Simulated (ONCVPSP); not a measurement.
Tb, ONCV: configuration errors across variants

terbium, optimised norm-conserving Vanderbilt (ONCV), made with ONCVPSP 4.0.1 (LDA (Perdew-Wang 92), fully relativistic). Core [Kr] 4d10 4f8, reference 5s2 5p6 5d1.5 6s1.5. Waves: 5s+6s: rc 2.05 bohr, ncon 4, nbas 7, qcut 7.6 1/bohr, 2 projectors; 5p: rc 2.40 bohr, ncon 3, nbas 8, qcut 4.9 1/bohr, 1 projector; 5d: rc 3.75 bohr, ncon 4, nbas 9, qcut 4.5 1/bohr, 1 projector. Local part: polynomial inside 1.50 bohr (lpopt 3, dvloc0 0 Ha). Core correction: polynomial model core, fcfact 0.65.

Open shells are filled in proportion to 2j + 1.

All-electron excitation energies from the reference (eV): (1) 5s2 5p6 5d1 6s2 -0.925; (2) 5s2 5p6 5d1 6s1 6.023; (3) 5s2 5p6 5d1 6s0 18.560; (4) 5s2 5p6 5d1 6s0 6p1 9.780.

3 further variants failed, have other tests or another functional or relativity, and are left out.

Errors AE − PS in meV (a dash: test not solved or not reliable):

| change | (1) | (2) | (3) | (4) | bound ghosts | GHOST(+) flags above zero |
| --- | --- | --- | --- | --- | --- | --- |
| base | +2.2 | -4.0 | -32 | +104 | none | s |
| all radii but the core radius scaled by about 0.93 (s 1.92, p 2.24, d 3.50 bohr); local potential polynomial inside 1.40 bohr (lpopt 3, dvloc0 0 Ha) | +1.0 | -4.8 | -30 | +112 | none | s |
| core correction polynomial model core, fcfact 1.16 | +2.2 | -4.0 | -32 | +104 | none | s |
| d: nproj 3 | -0.2 | -35 | -164 | +51 | none | s, d5/2, d3/2 |
| d: nbas 7 | +2.2 | -4.0 | -32 | +104 | none | s |
| p: rc 1.62 | +2.1 | -4.1 | -32 | +48 | none | s |
| core correction polynomial model core, fcfact 0.4 | +2.2 | -4.0 | -32 | +104 | none | s |
| s: ncon 3, nbas 6 | +2.1 | -4.0 | -32 | +104 | none | s |

(1) Give the same row for: s: qcut 4.6.

Answers

(1) +1.6, -3.9, -33, +104; bound ghosts: none; GHOST(+) flags above zero: none.
